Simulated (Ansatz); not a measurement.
The same molecule with X = Ti, Zr, Hf. Ansatz, PBE0-D4/def2-TZVP geometries, multiplicity 1. Each molecule was computed in one conformer, which needn't be the lowest.

Elements past krypton have def2 core potentials. Scalar relativity is left out up to krypton.

```
 X                    molecule  mean X–F bond length / Å  mean X–N bond length / Å  HOMO–LUMO gap (ωB97M-V/def2-TZVPP) / eV  HOMO energy (B3LYP/def2-TZVPP) / eV  size of the dipole moment (B3LYP/def2-TZVPP) / D
Zr  `O=C=[N][Zr]([F])([F])[F]`                     1.892                     2.026                                    11.80                                -9.12                                              0.42
Hf  `O=C=[N][Hf]([F])([F])[F]`                     1.896                     2.023                                    11.98                                -9.14                                              0.38
```

(1) Give the row for X = Ti, `O=C=[N][Ti]([F])([F])[F]`. (Best estimate.)

Answers

(1) The calculation gave: 
```
 X                    molecule  mean X–F bond length / Å  mean X–N bond length / Å  HOMO–LUMO gap (ωB97M-V/def2-TZVPP) / eV  HOMO energy (B3LYP/def2-TZVPP) / eV  size of the dipole moment (B3LYP/def2-TZVPP) / D
Ti  `O=C=[N][Ti]([F])([F])[F]`                     1.741                     1.862                                    10.82                                -9.41                                              0.05
```

From Ti to Hf the mean X–F bond length rises at each step, by 0.155 Å in all; the mean X–N bond length isn't monotonic: highest at Zr, lowest at Ti; the HOMO–LUMO gap (ωB97M-V/def2-TZVPP) rises at each step, by 1.16 eV in all; the HOMO energy (B3LYP/def2-TZVPP) isn't monotonic: highest at Zr, lowest at Ti. Dipoles are sizes alone, and their direction can turn along the series.

Positive LUMOs are unbound, so they and the gaps depend on the basis.

B3LYP here is the variant with VWN-RPA as its local correlation; programs differ in this.
